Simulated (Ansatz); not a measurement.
```yaml
crystal:
  periodic: [false, false, false]
  atoms:
    - {symbol: C, position_ang: [-0.902419, 1.293798, -0.144492]}
    - {symbol: Si, position_ang: [-0.423686, -0.503464, -0.117536]}
    - {symbol: h, position_ang: [1.324027, -0.770916, 0.460416]}
    - {symbol: Br, position_ang: [-0.608956, -1.312400, -2.196993]}
    - {symbol: H, position_ang: [-0.230052, 1.863299, -0.789963]}
    - {symbol: H, position_ang: [-0.848224, 1.711892, 0.864990]}
    - {symbol: H, position_ang: [-1.921598, 1.419981, -0.514338]}
    - {symbol: H, position_ang: [-1.375724, -1.287636, 0.710108]}
    - {symbol: H, position_ang: [2.028587, -0.230805, -0.175912]}
    - {symbol: H, position_ang: [1.439293, -0.410179, 1.486761]}
    - {symbol: H, position_ang: [1.584050, -1.830773, 0.437559]}
basis:
  gaussian: {orbitals: def2-TZVPP}
magnetization: {spin_polarized: true, initial_magnetization: 0}
hamiltonian: {xc: {name: B3LYP}}
output: {forces: true}
```

```sh
$ ansatz run in.yaml --threads 4 --pin off --events-out ev --progress --plain --max-ram 10444MiB
```

It prints (some lines left out):

```
Error: YAML parse error: error: line 6 column 16: `h` is not an element symbol (H … Og, case-exact)
 --> <input>:6:16
4 |     - {symbol: C, position_ang: [-0.902419, 1.293798, -0.144492]}
5 |     - {symbol: Si, position_ang: [-0.423686, -0.503464, -0.117536]}
6 |     - {symbol: h, position_ang: [1.324027, -0.770916, 0.460416]}
7 |     - {symbol: Br, position_ang: [-0.608956, -1.312400, -2.196993]}
8 |     - {symbol: H, position_ang: [-0.230052, 1.863299, -0.789963]}
```

Task: Something in this input is off. What?

Result: An element symbol is wrong. The program refused the input.

B3LYP here is the variant with VWN-RPA as its local correlation; programs differ in this.
